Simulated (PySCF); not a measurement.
# Sb (antimony, neutral): UHF calculation

Configuration: [Kr] 4d10 5s1 5p4, high-spin 4P determinant (an excited configuration). All numbers are calculated (PySCF 2.14, the spin-free X2C one-electron Hamiltonian (Gaussian nucleus), in aug-cc-pwCVTZ-DK3 with one added diffuse shell each of s, p, d, f type (11s10p8d5f1g, 125 functions)).

* Total energy: -6477.467670 hartree
* One-electron energy: -8896.1001 hartree
* Hartree (Coulomb) energy: 2588.0456 hartree
* Exchange energy: -169.4131 hartree
* ⟨S²⟩: 3.7978
* ⟨L²⟩: 2.024
* Sum of ⟨r⟩: 37.33 bohr
* Sum of ⟨r²⟩: 65.47 bohr²
* Traceless quadrupole moment −½Σ⟨3z² − r²⟩ along its main axis: -4.54 e·bohr²
* Langevin diamagnetic susceptibility: -51.9 ×10⁻⁶ cm³/mol

```
shell  electrons  mean orbital energy (hartree)  spread (hartree)  rms radius, mean of both spins (bohr)
 1s α          1                    -1126.04933                 0                                 0.0326
 1s β          1                    -1126.04089                 0                                 0.0326
 2s α          1                     -174.90574                 0                                  0.133
 2s β          1                     -174.90048                 0                                  0.133
 2p α          3                     -156.88238           0.00166                                  0.118
 2p β          3                     -156.87796           0.00087                                  0.118
 3s α          1                      -35.84245                 0                                  0.352
 3s β          1                      -35.83005                 0                                  0.352
 3p α          3                      -29.80679           0.00414                                  0.352
 3p β          3                      -29.79725           0.00037                                  0.352
 3d α          5                      -20.56395           0.00335                                  0.331
 3d β          5                      -20.56094           0.00230                                  0.331
 4s α          1                       -6.54866                 0                                  0.844
 4s β          1                       -6.51996                 0                                  0.844
 4p α          3                       -4.60789           0.01054                                  0.911
 4p β          3                       -4.58904           0.00035                                  0.911
 4d α          5                       -1.68635           0.01261                                   1.11
 4d β          5                       -1.66789           0.00641                                   1.11
 5s α          1                       -0.78852                 0                                   2.40
 5p α          3                       -0.37275           0.04215                                   3.11
 5p β          1                       -0.21119                 0                                   3.11
```

Densities and radii are taken from the X2C orbitals without a picture-change correction, which distorts them close to the nucleus.

Spin-orbit constants ζ (cm⁻¹) from the X2C one-electron operator on these orbitals: bare nucleus, nucleus screened by l(l+1)(2l+1)/3 electrons, and screened by the Breit-Pauli mean field of the electrons.

```csv
shell,bare,screened nucleus,mean field
2p,1347000,1295000,n/a
3p,251800,242000,n/a
3d,37980,30530,n/a
4p,44170,42440,n/a
4d,4722,3796,n/a
5p,3376,3243,n/a
```

To first order the Landé constant is A = -1081 cm⁻¹, so the lowest level has J = 5/2 and lies 0.201 eV below the centre of the term. This holds in LS coupling only.
